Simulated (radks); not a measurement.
Spherical quantum dot in the effective-mass picture: electrons in a hard-walled sphere of radius 6.86, with a point charge +2 (a donor) at the centre, all in effective atomic units (hartree* = m*/eps^2 hartree, bohr* = eps/m* bohr), one dielectric constant everywhere. Calculated with a radial shooting solver with Libxc functionals: non-relativistic Kohn-Sham, PBEsol, spin-polarised, spherical densities. Levels are named by radial order and angular momentum (1s, 1p, 1d, 2s, ...), and open shells are averaged over m.

N = 34, configuration 1s2 1p6 1d10 2s2 1f14. This is the lowest configuration that the search found. Occupied and some empty levels:

level  occupation  eigenvalue (hartree*)  <r> (bohr*)
1s              2                 5.5991        1.279
2s              2                 5.6788        4.877
1p              6                 5.7115        5.221
1d             10                 5.7902        5.288
1f             14                 5.9034        5.353
1g              0                 6.0492        5.416
2p              0                 6.3375        3.445
2d              0                 6.5525        3.936

Energy (hartree*): total 95.5221, kinetic 19.847, external -19.030, Hartree 104.91, exchange-correlation -10.207.

Electron density:

r (bohr*)  n(r) (e/bohr*^3)
0.378                0.8298
0.719                0.2471
1.06                0.08032
1.40                0.02796
1.74                0.01052
2.08               0.004618
2.42               0.002998
2.76               0.003311
3.10               0.005002
3.44               0.008168
3.79                0.01315
4.13                0.02023
4.47                0.02921
4.81                0.03889
5.15                0.04661
5.49                0.04831
5.83                0.04050
6.17                0.02396
6.51               0.007035
6.85             0.00001663
